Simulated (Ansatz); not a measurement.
**FGeH2NS: where a starting geometry ends**

The starting geometry of this gas-phase singlet was optimised with GFN2-xTB.

```csv
atom,x (Å),y (Å),z (Å)
F,-4.0628,-1.1666,0.9490
Ge,-2.7084,-1.6824,2.0890
N,-1.5711,0.0662,1.3417
S,-0.9609,-1.4535,0.6195
H,-2.0271,0.6247,0.6250
H,-0.8064,0.5951,1.7485
```

Task: Where would you expect an optimisation with B3LYP/6-31G* to take it?

Result: It keeps its bonds.

The energy falls by 0.12 eV over 9 steps:

```json
{"step": "1", "E − E(last) (eV)": "0.117"}
{"step": "2", "E − E(last) (eV)": "0.028"}
{"step": "3", "E − E(last) (eV)": "0.004"}
{"step": "4", "E − E(last) (eV)": "0.001"}
{"step": "5", "E − E(last) (eV)": "0.000"}
{"step": "6", "E − E(last) (eV)": "0.000"}
{"step": "7", "E − E(last) (eV)": "0.000"}
{"step": "8", "E − E(last) (eV)": "0.000"}
{"step": "9", "E − E(last) (eV)": "0.000"}
```

Final geometry (Å):

```xyz
6

F    -4.0607   -1.2082    0.9799
Ge   -2.7237   -1.5729    2.0959
N    -1.5556    0.0412    1.2979
S    -0.9140   -1.4747    0.5514
H    -2.0264    0.6400    0.6215
H    -0.8564    0.5583    1.8261
```

Frequencies at the end are all real (lowest 161 cm⁻¹). Run with Ansatz 0.2.0, 20 s on 2 threads of Arm Neoverse V1 (shared host).
